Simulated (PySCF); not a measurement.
C6H14SSi2.
Structure used (GFN2-xTB), in Å, numbered top down from 1:
```xyz
23
C6H14SSi2 angstrom
C     -0.6106   -0.1537   -2.1695
C      0.1639    0.2052   -0.9125
C      0.9778   -0.9722   -0.3340
C     -0.1316   -1.1923    0.7078
C     -0.6428    0.2302    0.4125
C     -2.1510    0.3896    0.3225
Si     0.1046    1.5010    1.6186
S      2.2334    1.2187    1.7528
Si     2.6292   -0.4390    0.4302
H     -1.3169    0.6328   -2.4274
H      0.0811   -0.2768   -3.0014
H     -1.1566   -1.0854   -2.0420
H      0.7371    1.1173   -1.1155
H      1.1204   -1.8011   -1.0299
H     -0.8446   -1.9594    0.4022
H      0.1814   -1.4062    1.7312
H     -2.5966    0.2881    1.3101
H     -2.4108    1.3725   -0.0649
H     -2.5947   -0.3646   -0.3245
H     -0.1011    2.8544    1.1125
H     -0.4189    1.3108    2.9672
H      3.1956   -1.5023    1.2524
H      3.5470    0.0592   -0.5883
```

NICS = −σ at a ghost point: NICS(0) at the centroid of the ring atoms, NICS(1) 1 Å to either side along the normal of their mean plane, zz for the tensor component along that normal. Level: GIAO PBE0/pcSseg-1 (PySCF, non-relativistic, gas phase) on the GFN2-xTB geometry, one conformer.

Ring bond lengths (Å), with Mayer bond orders in brackets: C2–C3 1.544 (0.95), C3–C4 1.538 (1.00), C4–C5 1.540 (0.96), C5–C2 1.551 (0.90); C2–C3 1.544 (0.95), C3–Si9 1.896 (0.88), Si9–S8 2.157 (0.94), S8–Si7 2.152 (0.95), Si7–C5 1.905 (0.85), C5–C2 1.551 (0.90).

What do the NICS probes read (ppm)?

```json
{"ring": "C2–C3–C4–C5", "type": "4-membered carbocycle; formal bonds all single", "NICS(0)": "-3.4", "NICS(1), two faces": "-0.9 / -2.4", "NICS(1)zz, two faces": "2.0 / -5.9", "rms pucker (Å)": "0.12", "centre to ring atoms, mean (Å)": "1.08"}
{"ring": "C2–C3–Si9–S8–Si7–C5", "type": "6-membered ring with S and 2 Si; formal bonds all single", "NICS(0)": "-2.6", "NICS(1), two faces": "-2.9 / -4.0", "NICS(1)zz, two faces": "0.8 / 0.1", "rms pucker (Å)": "0.35", "centre to ring atoms, mean (Å)": "1.74"}
```

What can be read from them?

- C2–C3–C4–C5: mean NICS(1)zz -1.9 ppm, near zero. C2, C3, C4, C5 have four or more neighbours; no verdict on aromaticity is drawn. The two faces differ by 7.9 ppm, so no symmetry operation interchanges them.
- C2–C3–Si9–S8–Si7–C5: mean NICS(1)zz 0.4 ppm, near zero. C2, C3, C5, Si7, Si9 have four or more neighbours, so the value isn't read as a sign of a π ring current.

Give the inner angles of the rings and the Hirshfeld charges of the ring atoms.

- C2–C3–C4–C5: C2 88.1° (-0.025 e), C3 89.0° (-0.117 e), C4 88.7° (-0.075 e), C5 88.6° (-0.062 e); sum 354.4° against 360° for a flat convex ring.
- C2–C3–Si9–S8–Si7–C5: C2 88.1° (-0.025 e), C3 113.3° (-0.117 e), Si9 107.7° (+0.320 e), S8 104.1° (-0.198 e), Si7 109.9° (+0.313 e), C5 110.3° (-0.062 e); sum 633.4° against 720° for a flat convex ring.
